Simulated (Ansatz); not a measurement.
Total energies of (OH)2Al-O-SiH3 (AlSiO3H5) from Ansatz at r2SCAN-D4/def2-TZVP, gas phase (1 Eh = 27.2114 eV = 2625.5 kJ/mol). The reference geometry is relaxed at PBE0-D4/def2-SVP.

```tsv
atom	x (Å)	y (Å)	z (Å)
Al1	0.205	0.315	-1.180
O2	-0.760	0.008	-2.538
O3	1.658	1.160	-1.365
O4	-0.249	-0.204	0.362
Si5	-0.292	-0.501	1.979
H6	-1.595	-0.462	-2.520
H7	1.973	1.482	-2.211
H8	-1.618	-1.085	2.349
H9	0.776	-1.474	2.365
H10	-0.099	0.761	2.758
```

```tsv
state	geometry	energy (Eh)
charge 0 singlet	reference	-760.78016
charge 1 doublet	reference	-760.40179
free Al atom (doublet)	–	-242.33055
free O atom (triplet)	–	-75.05861
free Si atom (triplet)	–	-289.34121
free H atom (doublet)	–	-0.49993
```

Task: Work out the vertical ionisation energy to the doublet.

Result: E(charge 1 doublet) − E(charge 0 singlet) = -760.40179 − (-760.78016) = 0.37837 Eh = 10.30 eV. For comparison, −ε of the highest occupied level is 7.60 eV at this level, 2.70 eV less.

Task: What is the binding energy per atom against free atoms?

Result: Atoms: 1 × (-242.33055) + 3 × (-75.05861) + 1 × (-289.34121) + 5 × (-0.49993) = -759.34724 Eh. Binding: -759.34724 − (-760.78016) = 1.43292 Eh = 38.99 eV, or 3.90 eV for each of 10 atoms (no zero-point energy, no counterpoise term).

At r2SCAN-D4/def2-TZVP the gap within one spin of the charge 1 doublet nearly closes, so an electron or hole may be smeared out by delocalisation error.
